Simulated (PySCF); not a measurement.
Computed structure and properties of [Er(BH4)2]+

System: [Er(BH4)2]+ (singlet in the valence; each metal's 4f electrons, 11 of them, lie in its core potential, out of spins and levels); start: template (C2). Method: PySCF 2.14.0, RKS PBE0, Er lcecp-1-SVP with ECP57, B def2-SVP, H def2-SVP; non-relativistic Hamiltonian with scalar-relativistic core potentials where named; density fitting; no spin-orbit coupling.

Input of the relaxation:

```python
mol = gto.M(atom='''
Er     0.00000     0.00000    -0.15270
B      2.22620     0.00000     0.84360
H      3.32150     0.00000     1.33380
H      1.50600    -0.83350     1.43450
H      2.31160    -0.30510    -0.36560
H      1.72190     1.13860     0.95210
B     -2.22620     0.00000     0.84360
H     -3.32150     0.00000     1.33380
H     -1.50600     0.83350     1.43450
H     -2.31160     0.30510    -0.36560
H     -1.72190    -1.13860     0.95210''',
    basis={'Er': 'lcecp-1-SVP', 'B': 'def2-SVP', 'H': 'def2-SVP'},
    ecp={'Er': 'lcecp-1-SVP'},
    charge=1, spin=0)
mf = dft.RKS(mol, xc='PBE0')
mf.grids.atom_grid = (50, 194)  # f atoms: unpruned, at least (60, 302)
mf = mf.density_fit()  # fitting sets: Er AutoAux, B def2-universal-JKFIT, H def2-universal-JKFIT
mf.conv_tol = 1e-08; mf.max_cycle = 55
mf.kernel(dm0)  # dm0: converged density of the start geometry
# quasi-Newton relaxation in Cartesian coordinates to a largest gradient under 0.00045 Eh/bohr, steps kept in the point group
```

Run from Python with OMP_NUM_THREADS=2; the lines above give its settings. Where DIIS fails, smearing, a level shift and second-order steps follow.
It took 46 s on 2 threads of Arm Neoverse V2 (shared host), from the converged density of the start.

Course of the relaxation:

| step | energy above end (eV) | largest force component within the symmetry (eV/Å) |
| --- | --- | --- |
| 0 | 0.4953 | 1.653 |
| 1 | 0.3293 | 1.308 |
| 2 | 0.0702 | 0.303 |
| 3 | 0.0482 | 0.257 |
| 4 | 0.0383 | 0.246 |
| 5 | 0.0322 | 0.180 |
| 6 | 0.0245 | 0.142 |
| 7 | 0.0100 | 0.166 |
| 8 | 0.0050 | 0.139 |
| 9 | 0.0010 | 0.089 |
| 10 | 0.0003 | 0.039 |
| 11 | 0.0001 | 0.036 |
| 12 | 0.0000 | 0.017 |

Relaxed geometry (C2):

```xyz
11

Er    0.0001   -0.0001   -0.2839
B     2.0266   -0.0268    0.8826
H     3.0196   -0.0327    1.5505
H     1.2011   -0.9447    1.1884
H     2.1945   -0.1517   -0.3615
H     1.3347    1.0346    1.0042
B    -2.0266    0.0269    0.8824
H    -3.0194    0.0328    1.5507
H    -1.2010    0.9447    1.1882
H    -2.1948    0.1517   -0.3616
H    -1.3347   -1.0346    1.0040
```

| contact | Å |
| --- | --- |
| Er1–H4 (BH4) | 2.122 |
| Er1–H9 (BH4) | 2.122 |

On the finer grid (75, 302):

| Property | Result |
| --- | --- |
| HOMO | -14.11 eV |
| LUMO | -7.79 eV |
| Dipole about the centre of mass | 3.91 D |
| Set of Mulliken populations of Er1 outside the core potential | s 2.40, p 6.36, d 1.24, f 0.04 |
| D3(BJ) dispersion energy (not in the energies) | -0.171 eV |

```json
{"atom": "Er1", "Mulliken (e)": "0.96", "Löwdin (e)": "0.97", "spin (e)": "0.00"}
{"atom": "B2", "Mulliken (e)": "-0.12", "Löwdin (e)": "-0.22", "spin (e)": "0.00"}
{"atom": "H3", "Mulliken (e)": "0.09", "Löwdin (e)": "0.04", "spin (e)": "0.00"}
{"atom": "H4", "Mulliken (e)": "0.03", "Löwdin (e)": "0.07", "spin (e)": "0.00"}
{"atom": "H5", "Mulliken (e)": "-0.01", "Löwdin (e)": "0.05", "spin (e)": "0.00"}
{"atom": "H6", "Mulliken (e)": "0.02", "Löwdin (e)": "0.07", "spin (e)": "0.00"}
{"atom": "B7", "Mulliken (e)": "-0.12", "Löwdin (e)": "-0.22", "spin (e)": "0.00"}
{"atom": "H8", "Mulliken (e)": "0.09", "Löwdin (e)": "0.04", "spin (e)": "0.00"}
{"atom": "H9", "Mulliken (e)": "0.03", "Löwdin (e)": "0.07", "spin (e)": "0.00"}
{"atom": "H10", "Mulliken (e)": "-0.01", "Löwdin (e)": "0.05", "spin (e)": "0.00"}
{"atom": "H11", "Mulliken (e)": "0.02", "Löwdin (e)": "0.07", "spin (e)": "0.00"}
```

The 4f levels lie in the core potential and are missing. Their spin isn't counted.

On the grid (50, 194), as all that follows. Harmonic modes: 1 unstable but soft, so probably a saddle point, though modes this soft are near the noise (counted below −25 cm⁻¹); lowest -44 cm⁻¹ (negative: unstable), highest 2722 cm⁻¹, zero-point energy 2.153 eV.

Taking off one BH4 (charge -1, singlet; the rest: singlet) in vacuum, both parts rigid, costs 14.06 eV; the small basis without counterpoise inflates it. Most of it is the attraction of opposite charges; other ways to part are cheaper, and one spin state was tried for the rest.

Rigid scan of BH4 along the line from its metal:

distance to B2 (Å), energy (eV) and a bar:
```
     2.04      1.167 #######
     2.14      0.460 ###
     2.24      0.102 #
     2.34      0.000 
     2.44      0.080 
     2.54      0.286 ##
     2.74      0.918 ######
     3.04      2.057 #############
     3.44      3.481 #####################
     3.94      4.864 ##############################
```

One start shape was tried, so this needn't be the lowest isomer.

An lcecp potential fixes the number of 4f electrons, so in runs with it no electron can move into or out of that shell.
